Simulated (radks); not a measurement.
Results of a calculation; reference values are marked as such.
Task: The mean radii <r> (bohr) of the occupied orbitals of an atom or ion are listed with their occupations. Level of theory: scalar-relativistic Kohn-Sham, PBE, spin-polarised, spherical densities, finite nucleus; Fermi nuclear charge, rms radius of each element as measured or else 0.836 A^(1/3) + 0.57 fm (a radial shooting solver on a logarithmic mesh with Libxc functionals).

orbital  occ.      <r>
1s up       1  0.02112
1s down     1  0.02112
2s up       1  0.08978
2s down     1  0.08978
2p up       3  0.07946
2p down     3  0.07945
3s up       1   0.2346
3s down     1   0.2345
3p up       3   0.2335
3p down     3   0.2333
3d up       5   0.2122
3d down     5   0.2120
4s up       1   0.5295
4s down     1   0.5295
4p up       3   0.5608
4p down     3   0.5610
4d up       5   0.6075
4d down     5   0.6084
5s up       1    1.268
5s down     1    1.283
5p up       3    1.470
5p down     3    1.491
4f up       7   0.7963
4f down     2   0.8228

Name the element and its charge. Open shells, if any, are filled with parallel spins first.

Result: Z = 66, dysprosium, charge +3: Dy3+ in [Xe] 4f9. The 1s radius gives Z: for a bare nucleus <r> = (2 gamma + 1)/(2Z) with gamma = sqrt(1 - (Z/c)^2), 0.02085 bohr for Z = 66, and screening makes it slightly larger (0.02112 here). The occupations add up to 63, and the charge is Z minus that.
